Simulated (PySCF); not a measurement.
Atom-mapped SMILES (the numbers label the heavy atoms): `[CH2:1]=[C:2]([CH3:3])[C:4]1=[CH:5][Si@H:6]([NH:7][SiH3:8])[CH:9]=[CH:10]1`. Hydrogens are named by the atom that carries them. Ha(C1) is cis to C3; Hb(C1) is trans to C3.

- PBE0/pcSseg-1 with gauge-including orbitals
- structure optimised with GFN2-xTB
- code: PySCF 2.14.0 with density-fitted response routines
- non-relativistic Hamiltonian, in vacuum, one computed conformer, rapidly exchanging positions averaged

References, each an isolated molecule treated in the same way: TMS for ¹³C.

Do the ¹³C shifts follow the atomic charges (in e)? Tabulate both.

## Answers


```json
{"atoms": "C4", "hybridisation": "sp2", "δ (ppm)": "167.2", "σ para (ppm)": "-244", "Hirshfeld": "+0.01", "IAO": "+0.02", "Mulliken": "-0.16", "ESP-fitted": "+0.19"}
{"atoms": "C10", "hybridisation": "sp2", "δ (ppm)": "155.5", "σ para (ppm)": "-225", "Hirshfeld": "-0.04", "IAO": "-0.13", "Mulliken": "-0.06", "ESP-fitted": "-0.18"}
{"atoms": "C2", "hybridisation": "sp2", "δ (ppm)": "151.2", "σ para (ppm)": "-223", "Hirshfeld": "+0.01", "IAO": "+0.02", "Mulliken": "-0.35", "ESP-fitted": "+0.29"}
{"atoms": "C9", "hybridisation": "sp2", "δ (ppm)": "139.5", "σ para (ppm)": "-218", "Hirshfeld": "-0.15", "IAO": "-0.46", "Mulliken": "-0.37", "ESP-fitted": "-0.43"}
{"atoms": "C5", "hybridisation": "sp2", "δ (ppm)": "126.7", "σ para (ppm)": "-201", "Hirshfeld": "-0.16", "IAO": "-0.47", "Mulliken": "-0.37", "ESP-fitted": "-0.60"}
{"atoms": "C1", "hybridisation": "sp2", "δ (ppm)": "121.2", "σ para (ppm)": "-187", "Hirshfeld": "-0.10", "IAO": "-0.32", "Mulliken": "-0.05", "ESP-fitted": "-0.63"}
{"atoms": "C3", "hybridisation": "sp3", "δ (ppm)": "25.2", "σ para (ppm)": "-85", "Hirshfeld": "-0.12", "IAO": "-0.42", "Mulliken": "-0.15", "ESP-fitted": "-0.52"}
```

Correlation coefficients of δ with charge over these carbons: Hirshfeld +0.48, IAO +0.58, Mulliken -0.15, ESP-fitted +0.55; with the paramagnetic shielding -1.00. Among the 6 sp2 carbons alone: Hirshfeld +0.79, IAO +0.81, Mulliken +0.12, ESP-fitted +0.87. With so few points, grouped by hybridisation, these coefficients are fragile. Charge is one influence among several: hybridisation and low-lying excitations act through the paramagnetic term.

Shifts are as computed. Against solution values, carbons near 30 ppm lie about +3 ppm off and those near 130 ppm about +5 ppm. Of 1309 compounds with measured shifts, 239 miss one by over three times the rms of a fit or turn the order of signals round; such compounds aren't used in these exercises.
